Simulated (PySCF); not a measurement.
GeH3, SMILES [GeH3] (connectivity only; charge and spin as stated), charge +1, multiplicity 1.

Geometry: r2SCAN-D4/def2-TZVPD. The multiplicity is an assumed one; other spin states were not compared. The isomer is the one that the SMILES or the coordinates give; other isomers of the formula were not compared.

Level of theory: TDA-CAM-B3LYP/def2-TZVPD (PySCF).

Vertical excitations; the highest root listed may be one member of a degenerate set. Gas-phase values at a fixed geometry. State labels are in the subgroup C2v.

Computed excitation energies, oscillator strengths and character:
```
state  symmetry  energy (eV)  λ (nm)      f                                                                   main pairs
-----  --------  -----------  ------  -----  ---------------------------------------------------------------------------
S1           A2         5.41     229  0.000                                                 HOMO−1→LUMO (degenerate set)
S2           B2         5.41     229  0.000                                                   HOMO→LUMO (degenerate set)
S3           A1        10.25     121  0.173                                                 HOMO→LUMO+1 (degenerate set)
S4           B1        10.25     121  0.173                                               HOMO−1→LUMO+1 (degenerate set)
S5           B1        10.84     114  0.000                                         HOMO→LUMO+3 49 %, HOMO−1→LUMO+2 49 %
S6           A1        11.71     106  0.000                                         HOMO−1→LUMO+3 49 %, HOMO→LUMO+2 49 %
S7           B1        12.15     102  0.617                   HOMO−1→LUMO+4, HOMO−1→LUMO+2, HOMO→LUMO+3 (degenerate set)
S8           A1        12.15     102  0.617                     HOMO→LUMO+4, HOMO→LUMO+2, HOMO−1→LUMO+3 (degenerate set)
S9           B2        12.36     100  0.071                                                             HOMO−2→LUMO 77 %
S10          B1        12.88      96  0.889  HOMO−1→LUMO+4 35 %, HOMO→LUMO+3 26 %, HOMO−1→LUMO+2 26 %, HOMO−1→LUMO+1 7 %
T1           B2         4.75     261      0                                                   HOMO→LUMO (degenerate set)
T2           A2         4.75     261      0                                                 HOMO−1→LUMO (degenerate set)
T3           B1         8.11     153      0                                               HOMO−1→LUMO+1 (degenerate set)
T4           A1         8.11     153      0                                                 HOMO→LUMO+1 (degenerate set)
```
Triplets are in the Tamm–Dancoff approximation.
